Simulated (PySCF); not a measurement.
SiBr2Cl, SMILES Cl[Si](Br)Br, multiplicity 2. Geometry: B3LYP-D3(BJ)/def2-SVP.

Level of theory: B3LYP-D3(BJ)/def2-SVP in PySCF 2.14.0.

Harmonic wavenumbers (cm⁻¹): 105, 128, 182, 359, 459, 549. Rotational constants (GHz): 1.791, 0.9148, 0.6243; symmetry number 1.

Problem. Work out the zero-point energy and the ideal-gas rigid-rotor harmonic-oscillator thermochemistry at 298.15 K and 1 atm.

Solution. ZPE = ½ Σ hcν = ½ × 1782 cm⁻¹ = 2.55 kcal/mol. H − E(el) = 6.67 kcal/mol. Entropy in cal/(mol K): translation 42.11, rotation 30.13, vibration 11.08, spin 1.38, total 84.70. G − E(el) = -18.58 kcal/mol. Cp = 17.72 cal/(mol K). Modes under 150 cm⁻¹ make the vibrational entropy uncertain.
